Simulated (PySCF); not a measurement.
# Polarisability and C₆ of Sb (antimony, neutral)

[Kr] 4d10 5s2 5p3, high-spin 4S determinant. All numbers are calculated (PySCF 2.14, scalar relativity through the core potential, in aug-cc-pVQZ-PP with ECP28MDF (7s7p5d3f2g, 92 functions)). Coupled (time-dependent) response in atomic units; α is the mean over directions.

```json
{"method": "UHF", "mean α (bohr³)": "44.30", "C₆ (like pair)": "486.1", "S(−4)": "506.7"}
{"method": "PBE", "mean α (bohr³)": "48.08", "C₆ (like pair)": "527.1", "S(−4)": "702.6"}
{"method": "PBE0", "mean α (bohr³)": "45.80", "C₆ (like pair)": "499.8", "S(−4)": "594.7"}
```

S(−4) is the Cauchy moment in α(ω) = α(0) + S(−4) ω² + …

Reference α: 43 ± 2 bohr³ (recommended; Schwerdtfeger and Nagle, table of static dipole polarizabilities (2023 update)). Published C₆: 492.0 (Chu and Dalgarno (2004); Tang, Norbeck and Certain (1976)).

α(iu) at PBE0:

| u (hartree) | α(iu) (bohr³) |
| --- | --- |
| 0 | 45.80 |
| 0.0500 | 44.38 |
| 0.100 | 40.73 |
| 0.200 | 31.42 |
| 0.300 | 23.51 |
| 0.500 | 13.84 |
| 0.750 | 8.216 |
| 1.00 | 5.519 |
| 1.50 | 3.115 |
| 2.00 | 2.068 |
| 3.00 | 1.137 |
| 5.00 | 0.4978 |

A single London oscillator, α(iu) = α/(1 + u²/ω²), gives C₆ = (3/4) ω α². Matching the computed C₆ needs ω = 4 × 499.8 / (3 × 45.80²) = 0.318 hartree.

Energies and moments cover only the electrons outside the core potential.
